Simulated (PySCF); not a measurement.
BrClFHOSi, SMILES O[Si](F)(Cl)Br. Atoms are numbered in the order given.

```xyz
6

O     -1.6339    -1.1754    -0.4890
Si    -0.2674    -0.6066     0.2051
F     -0.3172    -0.7943     1.8049
Cl     1.2960    -1.6926    -0.5164
Br     0.0021     1.5561    -0.1717
H     -2.4382    -0.6462    -0.4156
```
Charge 0, spin multiplicity 1.

Coordinates come from a B3LYP-D3(BJ)/def2-SVP optimisation. One conformer was computed; it need not be the lowest.

Two levels are set side by side: PBE/pcSseg-1 (PySCF) and PBE0/pcSseg-1 (PySCF). GIAO shifts against CFCl3 (¹⁹F), H2O (¹⁷O), HCl (³⁵Cl), TMS (²⁹Si), TMS (¹H) at the same level; non-relativistic, no solvent, atoms listed together averaged. Without spin–orbit terms, shifts of atoms bonded to Cl or Br come out too high at both levels. Differences are taken from unrounded values.

| quantity | PBE0 |
|---|---|
| δ(¹⁷O) of O1 (ppm) | 96.3 |
| δ(²⁹Si) of Si2 (ppm) | -19.6 |
| δ(¹⁹F) of F3 (ppm) | -95.0 |
| δ(³⁵Cl) of Cl4 (ppm) | 100.0 |
| δ(¹H) of H6 (ppm) | 3.35 |

Task: What does PBE give, and how far is it from PBE0? (The exact figures need the calculation; the answer reports its results.)

Result: 
| quantity | PBE | PBE minus PBE0 |
|---|---|---|
| δ(¹⁷O) of O1 (ppm) | 108.8 | 12.4 |
| δ(²⁹Si) of Si2 (ppm) | -20.1 | -0.5 |
| δ(¹⁹F) of F3 (ppm) | -104.1 | -9.1 |
| δ(³⁵Cl) of Cl4 (ppm) | 120.4 | 20.4 |
| δ(¹H) of H6 (ppm) | 3.27 | -0.08 |

Rough cost on one machine, each run with all the roots and properties that it gave: PBE0 against PBE within a factor of 2.
